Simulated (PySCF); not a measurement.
Compound: C6H9PS.
Geometry (GFN2-xTB, Å), atoms numbered from 1 in this order:
```
atom  x, y, z in Å
C1    -1.9409    0.3756   -0.6385
C2    -1.8004   -0.3522    0.6904
P3    -0.3959   -1.5776    0.7683
C4     0.9468   -0.5003    0.1786
C5     1.5078    0.5360    0.9751
C6     2.5267    1.1771    0.3562
S7     2.8473    0.5298   -1.2062
C8     1.5796   -0.6169   -1.0205
H9    -2.7969    1.0476   -0.6080
H10   -2.0880   -0.3321   -1.4529
H11   -1.0503    0.9634   -0.8536
H12   -1.6478    0.3627    1.5046
H13   -2.7110   -0.9136    0.9187
H14   -0.6403   -2.1457   -0.4889
H15    1.1528    0.7798    1.9613
H16    3.1222    1.9929    0.7157
H17    1.3814   -1.3146   -1.8102
```

Mayer bond orders were computed from the PBE0/pcSseg-1 density (PySCF). The structure is a single GFN2-xTB conformer in the gas phase; no vibrational or solvent corrections.

The orders 0.94, 1.04, 1.18, 1.24, 1.57 belong to the bonds C1–C2, P3–C4, C4–C5, C6–S7, C8–C4, in another order. Match them.

P3–C4 0.94; C1–C2 1.04; C6–S7 1.18; C4–C5 1.24; C8–C4 1.57.

Set the orders of all bonds between heavy atoms beside their lengths and the difference of the ESP-fitted charges at their ends.

| bond | Mayer order | length (Å) | q(first) − q(second) (e) |
| --- | --- | --- | --- |
| C5–C6 | 1.602 | 1.354 | -0.079 |
| C8–C4 | 1.566 | 1.361 | -0.601 |
| C4–C5 | 1.237 | 1.422 | +0.624 |
| C6–S7 | 1.177 | 1.721 | -0.312 |
| S7–C8 | 1.173 | 1.719 | +0.368 |
| C1–C2 | 1.036 | 1.522 | -0.544 |
| C2–P3 | 0.974 | 1.866 | +0.608 |
| P3–C4 | 0.935 | 1.820 | -0.701 |

The Mayer order sums products of elements of PS (density times overlap matrix) between the two atoms' basis functions, so it depends on the basis set.
